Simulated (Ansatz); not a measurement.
Ge₃H. Total charge 0; doublet. Geometry PBE0-D4/def2-SVP; atoms count from 1.

Cartesian coordinates in Å:
```
Ge -0.2563 -1.6323 -0.9160
Ge 0.4339 0.4468 -0.3302
Ge -1.1303 -0.6769 1.2474
H 0.9526 1.8624 -0.0012
```

Another isomer (doublet) lies 0.25 eV lower at PBE0-D4/def2-TZVP; other spin states weren't run for this one.

Estimate the Mulliken populations from the PBE0/def2-TZVP orbitals of Ansatz.


```json
{"atom": "Ge1", "charge (e)": "0.01", "spin (α − β)": "0.25"}
{"atom": "Ge2", "charge (e)": "-0.06", "spin (α − β)": "0.21"}
{"atom": "Ge3", "charge (e)": "-0.02", "spin (α − β)": "0.55"}
{"atom": "H4", "charge (e)": "0.07", "spin (α − β)": "-0.01"}
```
Mulliken values and Mayer orders depend strongly on the basis.

Where does the spin sit?

Summed by element: Ge 1.01, H -0.01, of 1 unpaired in all. Largest on single atoms: Ge3 0.55, Ge1 0.25, Ge2 0.21.

And the Mayer bond orders between bonded heavy atoms (over 0.3)?

Ge1–Ge2 1.51 (2.27 Å); Ge1–Ge3 1.13 (2.52 Å); Ge2–Ge3 1.18 (2.49 Å).
